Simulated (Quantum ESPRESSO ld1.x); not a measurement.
Question: Tm2+, configuration [Xe] 4f13. Calculated with ld1.x of Quantum ESPRESSO 7.5: scalar-relativistic Kohn-Sham, relativistic LDA (MacDonald-Vosko exchange, VWN5 correlation), spin-unpolarised, spherical densities, point nucleus. Some entries of the table are withheld. Estimate them.

orbital,occ.,eigenvalue (Ry),<r> (bohr)
1s,2,(1),(2)
2s,2,-732.359,(3)
2p,6,-647.783,0.07560
3s,2,-165.454,0.2217
3p,6,-139.772,0.2208
3d,10,-107.908,0.2001
4s,2,-33.3865,(4)
4p,6,(5),0.5296
4d,10,-13.6529,0.5725
5s,2,-4.99850,1.232
5p,6,-3.05975,1.465
4f,13,(6),0.7973

Answer: 
(1) 1s eigenvalue (Ry): -4330.21
(2) 1s <r> (bohr): 0.02009
(3) 2s <r> (bohr): 0.08517
(4) 4s <r> (bohr): 0.4992
(5) 4p eigenvalue (Ry): -24.9255
(6) 4f eigenvalue (Ry): -1.32305
